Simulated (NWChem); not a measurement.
# C3H7NSi; SMILES C1[Si@H](C)C=N1

```xyz
12

C     -0.0385     2.0698     0.5399
Si    -0.0111     0.4899    -0.4710
C     -1.0934    -0.9710     0.0389
N     -0.1252    -1.7657     0.3325
C      1.0995    -0.9695     0.0736
H     -0.9238     2.6767     0.2929
H     -0.0589     1.8494     1.6176
H      0.8543     2.6792     0.3267
H     -0.0062     0.8382    -1.9298
H     -2.1392    -1.2990     0.1363
H      1.7423    -1.4626    -0.6739
H      1.6976    -0.8583     0.9933
```
Atoms are numbered in this order, from 1.

Program: NWChem. Pople sets run with spherical d functions. The geometry was optimised at PBE0/def2-SVP. Not confirmed as a minimum by frequencies. B3LYP is NWChem's, with the RPA form of VWN correlation. GIAO values for the isolated, static molecule; σ is the absolute isotropic shielding, δ = σ(reference) − σ with the isolated reference molecule computed at the same levels (13C: tetramethylsilane, 1H: tetramethylsilane, 15N: ammonia, 29Si: tetramethylsilane).

```tsv
level	δ Si2 (ppm)	δ N4 (ppm)	δ C5 (ppm)	δ H6 (rotor mean) (ppm)	δ H10 (ppm)	δ H11 (ppm)	δ H12 (ppm)
B3LYP/6-311G**	15.3	531.6	52.7	0.53	8.73	3.68	3.56
BHandHLYP/pcSseg-1	13.5	546.3	51.7	0.51	8.83	3.68	3.57
B3LYP/6-31G*	24.0	464.5	47.2	0.49	8.52	3.57	3.44
PBE0/pcSseg-1	16.0	533.7	51.7	0.55	8.85	3.77	3.65
```
